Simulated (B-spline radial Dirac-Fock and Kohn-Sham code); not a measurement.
Pt: eigenvalues, ΔSCF and the reference

System: atomic platinum in the configuration [Xe] 4f14 5d8 6s2 (not the ground configuration).

The density-functional columns are spherical, spin-unpolarised Dirac-Kohn-Sham results without Breit or QED terms: −ε is minus the orbital energy of the initial state and ΔSCF the difference of two total energies. The reference in the last column comes from multi-electron Dirac-Fock with separately optimised hole states, Breit and Lamb-shift corrections added in first order. All numbers are from a radial finite-basis atomic code, in eV; a selection of levels is shown. The Kohn-Sham columns are given as differences from the reference. For the 1s level of heavy atoms much of the gap between ΔSCF and the reference is the Breit and QED part, -416.8 eV here; for other levels the error of the functional can be larger.

```
level  LDA −ε − DF  LDA ΔSCF − DF  Dirac-Fock
    K       -190.0         +405.5     78401.8
   L1       -165.1          -56.5     13899.1
   L2       -113.1          +27.9     13284.9
   L3       -130.7          -12.2     11575.5
   M1        -88.4          -57.8      3316.0
   M2        -69.6          -36.3      3043.1
   M3        -69.0          -39.4      2663.1
   N1        -48.1          -34.7       743.1
   N2        -39.9          -26.5       627.0
   N3        -39.7          -27.1       536.1
   N6         -9.3           +2.2       84.34
   N7         -9.4           +1.9       81.02
   O1        -13.6           -6.5       118.2
   O2         -9.2           -2.4       79.12
   O3         -9.5           -3.1       64.22
 O4,5         -3.5           +1.7       11.83
   P1         -1.2           +2.5        8.02
```

Values without a named source are computed, but for edge energies of neutral atoms, which are taken from tables.
